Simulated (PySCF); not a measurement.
**A computed series M(SH)3**

Computed with PySCF 2.14.0, PBE0, def2-SVP on the ligands, density fitting, scalar-relativistic core potentials, no spin-orbit coupling, vacuum. Each member is relaxed from one template within its symmetry. Distances are means of the shortest metal–ligand contacts, charges and spins Mulliken's; removal energies are rigid, with the ligand's formal charge and no counterpoise, so too large; for an anion taken off a cation in vacuum most of it is the attraction of opposite charges, and multiply charged cations can part far more cheaply with an electron moved from ligand to metal. lcecp potentials hold a fixed number of 4f electrons in the core, out of states, spins and gaps.

```
metal      basis on the metal     point group  M–SH (Å)  charge on M (e)  dipole (D)  removal of one SH (eV)  strongest infrared band, degenerate modes summed (cm⁻¹)  unstable modes (below −25 cm⁻¹)
    Y     def2-SVP with ECP28  C1, nearly C3h     2.546             0.73        0.11                    9.25                                                      344                                0
   Pr  lcecp-1-SVP with ECP48              C3     2.671             0.88        0.77                    8.78                                                      310                                0
   Sm  lcecp-1-SVP with ECP51  C3, nearly C3h     2.626             0.86        0.44                    8.95                                                      311                                0
   Gd  lcecp-1-SVP with ECP53             C3h     2.601             0.85        0.19                    9.06                                                      313                                0
   Dy  lcecp-1-SVP with ECP55  C3, nearly C3h     2.577             0.83        0.27                    9.17                                                      314                                0
   Yb  lcecp-1-SVP with ECP59  C3, nearly C3h     2.532             0.81        0.01                    9.36                                                      318                                0
   Tl     def2-SVP with ECP60             C3h     2.461             0.42        0.01                    9.43                                                      330                                0
```

Problem. What does the calculation give for Er, lcecp-1-SVP with ECP57?

Solution. point group: C3, nearly planar, M–SH (Å): 2.553, charge on M (e): 0.82, dipole (D): 0.18, removal of one SH (eV): 9.27, strongest infrared band, degenerate modes summed (cm⁻¹): 317, unstable modes (below −25 cm⁻¹): 0.
```xyz
7

Er    0.0000    0.0000    0.8576
S     2.5169   -0.4236    0.9006
H     2.8352    0.8928    0.9433
S    -0.8916    2.3915    0.9006
H    -2.1908    2.0089    0.9433
S    -1.6253   -1.9679    0.9006
H    -0.6444   -2.9018    0.9433
```

From Pr to Yb the M–SH distance shrinks by 0.14 Å, the lanthanide contraction, and the energy to remove one SH rises by 0.59 eV.

Moved off a saddle point of the template and relaxed again: Y, Pr, Sm, Gd, Dy, Er, Yb, Tl. One start shape was tried for each, so a minimum needn't be the lowest isomer.
